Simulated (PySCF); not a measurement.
Species: `OCCCCCCCC`. The columns A, B, C and D hold Mulliken, IAO, Hirshfeld and ESP-fitted charges (e) of one PBE0/pcSseg-1 density (PySCF), in a shuffled order. Coordinates in Å (PBE0-D3(BJ)/def2-SVP); the density's dipole moment is (0.31, -1.19, -0.94) D.

| atom | x | y | z | A | B | C | D |
| --- | --- | --- | --- | --- | --- | --- | --- |
| C1 | 4.561 | -0.481 | 0.163 | -0.383 | -0.267 | -0.115 | -0.407 |
| C2 | 3.226 | 0.159 | 0.510 | +0.196 | -0.272 | -0.064 | -0.240 |
| C3 | 2.041 | -0.493 | -0.188 | +0.084 | -0.243 | -0.065 | -0.241 |
| C4 | 0.700 | 0.138 | 0.156 | -0.079 | -0.229 | -0.065 | -0.241 |
| C5 | -0.484 | -0.514 | -0.543 | -0.083 | -0.228 | -0.065 | -0.240 |
| C6 | -1.823 | 0.117 | -0.194 | +0.213 | -0.232 | -0.069 | -0.247 |
| C7 | -3.011 | -0.536 | -0.885 | -0.279 | -0.290 | -0.075 | -0.263 |
| C8 | -4.328 | 0.178 | -0.629 | +0.193 | +0.083 | +0.003 | -0.040 |
| O9 | -4.323 | 1.519 | -1.047 | -0.641 | -0.450 | -0.226 | -0.546 |
| H10 | 4.762 | -0.424 | -0.919 | +0.083 | +0.109 | +0.036 | +0.132 |
| H11 | 4.577 | -1.546 | 0.442 | +0.083 | +0.109 | +0.036 | +0.132 |
| H12 | 5.397 | 0.012 | 0.682 | +0.094 | +0.117 | +0.039 | +0.137 |
| H13 | 3.251 | 1.233 | 0.252 | -0.032 | +0.115 | +0.034 | +0.125 |
| H14 | 3.068 | 0.121 | 1.602 | -0.031 | +0.114 | +0.034 | +0.124 |
| H15 | 2.194 | -0.452 | -1.282 | -0.017 | +0.112 | +0.032 | +0.120 |
| H16 | 2.015 | -1.569 | 0.066 | -0.019 | +0.112 | +0.032 | +0.120 |
| H17 | 0.724 | 1.213 | -0.097 | +0.005 | +0.114 | +0.034 | +0.122 |
| H18 | 0.545 | 0.096 | 1.250 | +0.002 | +0.114 | +0.033 | +0.121 |
| H19 | -0.507 | -1.591 | -0.295 | +0.017 | +0.111 | +0.032 | +0.119 |
| H20 | -0.332 | -0.466 | -1.637 | +0.013 | +0.112 | +0.031 | +0.119 |
| H21 | -1.975 | 0.077 | 0.900 | -0.013 | +0.114 | +0.034 | +0.122 |
| H22 | -1.813 | 1.189 | -0.452 | -0.015 | +0.122 | +0.030 | +0.133 |
| H23 | -3.108 | -1.590 | -0.570 | +0.056 | +0.115 | +0.039 | +0.130 |
| H24 | -2.829 | -0.569 | -1.977 | +0.061 | +0.103 | +0.030 | +0.115 |
| H25 | -4.535 | 0.199 | 0.454 | +0.065 | +0.113 | +0.042 | +0.140 |
| H26 | -5.158 | -0.391 | -1.096 | +0.010 | +0.102 | +0.031 | +0.113 |
| H27 | -4.154 | 1.531 | -1.995 | +0.416 | +0.223 | +0.163 | +0.344 |

**Question.** Which column most likely holds the ESP-fitted charges?

**Answer.** A. Σ q r misses the density's dipole by 0.01 D (A), 0.63 D (D), 0.85 D (C), 1.00 D (B). Charges fitted to the outside potential are the only set here that is tied to the molecule's multipoles.

**Question.** And the Hirshfeld charges?

**Answer.** C. The mean sizes are 0.055 e (C), 0.118 e (A), 0.164 e (B), 0.183 e (D), and Hirshfeld charges are commonly the smallest of these schemes.

As computed, A = ESP-fitted, B = Mulliken, C = Hirshfeld, D = IAO. Hydrogens on carbon: ESP-fitted -0.03 to +0.09, Mulliken +0.10 to +0.12, Hirshfeld +0.03 to +0.04, IAO +0.11 to +0.14 e.

The Mulliken scheme gives each basis function's population to the atom it is centred on and halves the overlap population of two atoms between them. The ESP scheme is a least-squares fit of atom-centred charges to the potential on four shells outside the van der Waals surface, with the total charge fixed.

One conformer (not necessarily the lowest) at the PBE0-D3(BJ)/def2-SVP geometry, without solvent, vibrations or thermal averaging.

These values come from a run that also computed NMR shieldings. On an Arm Neoverse V1 with one thread, shared host, this took 52 s wall.
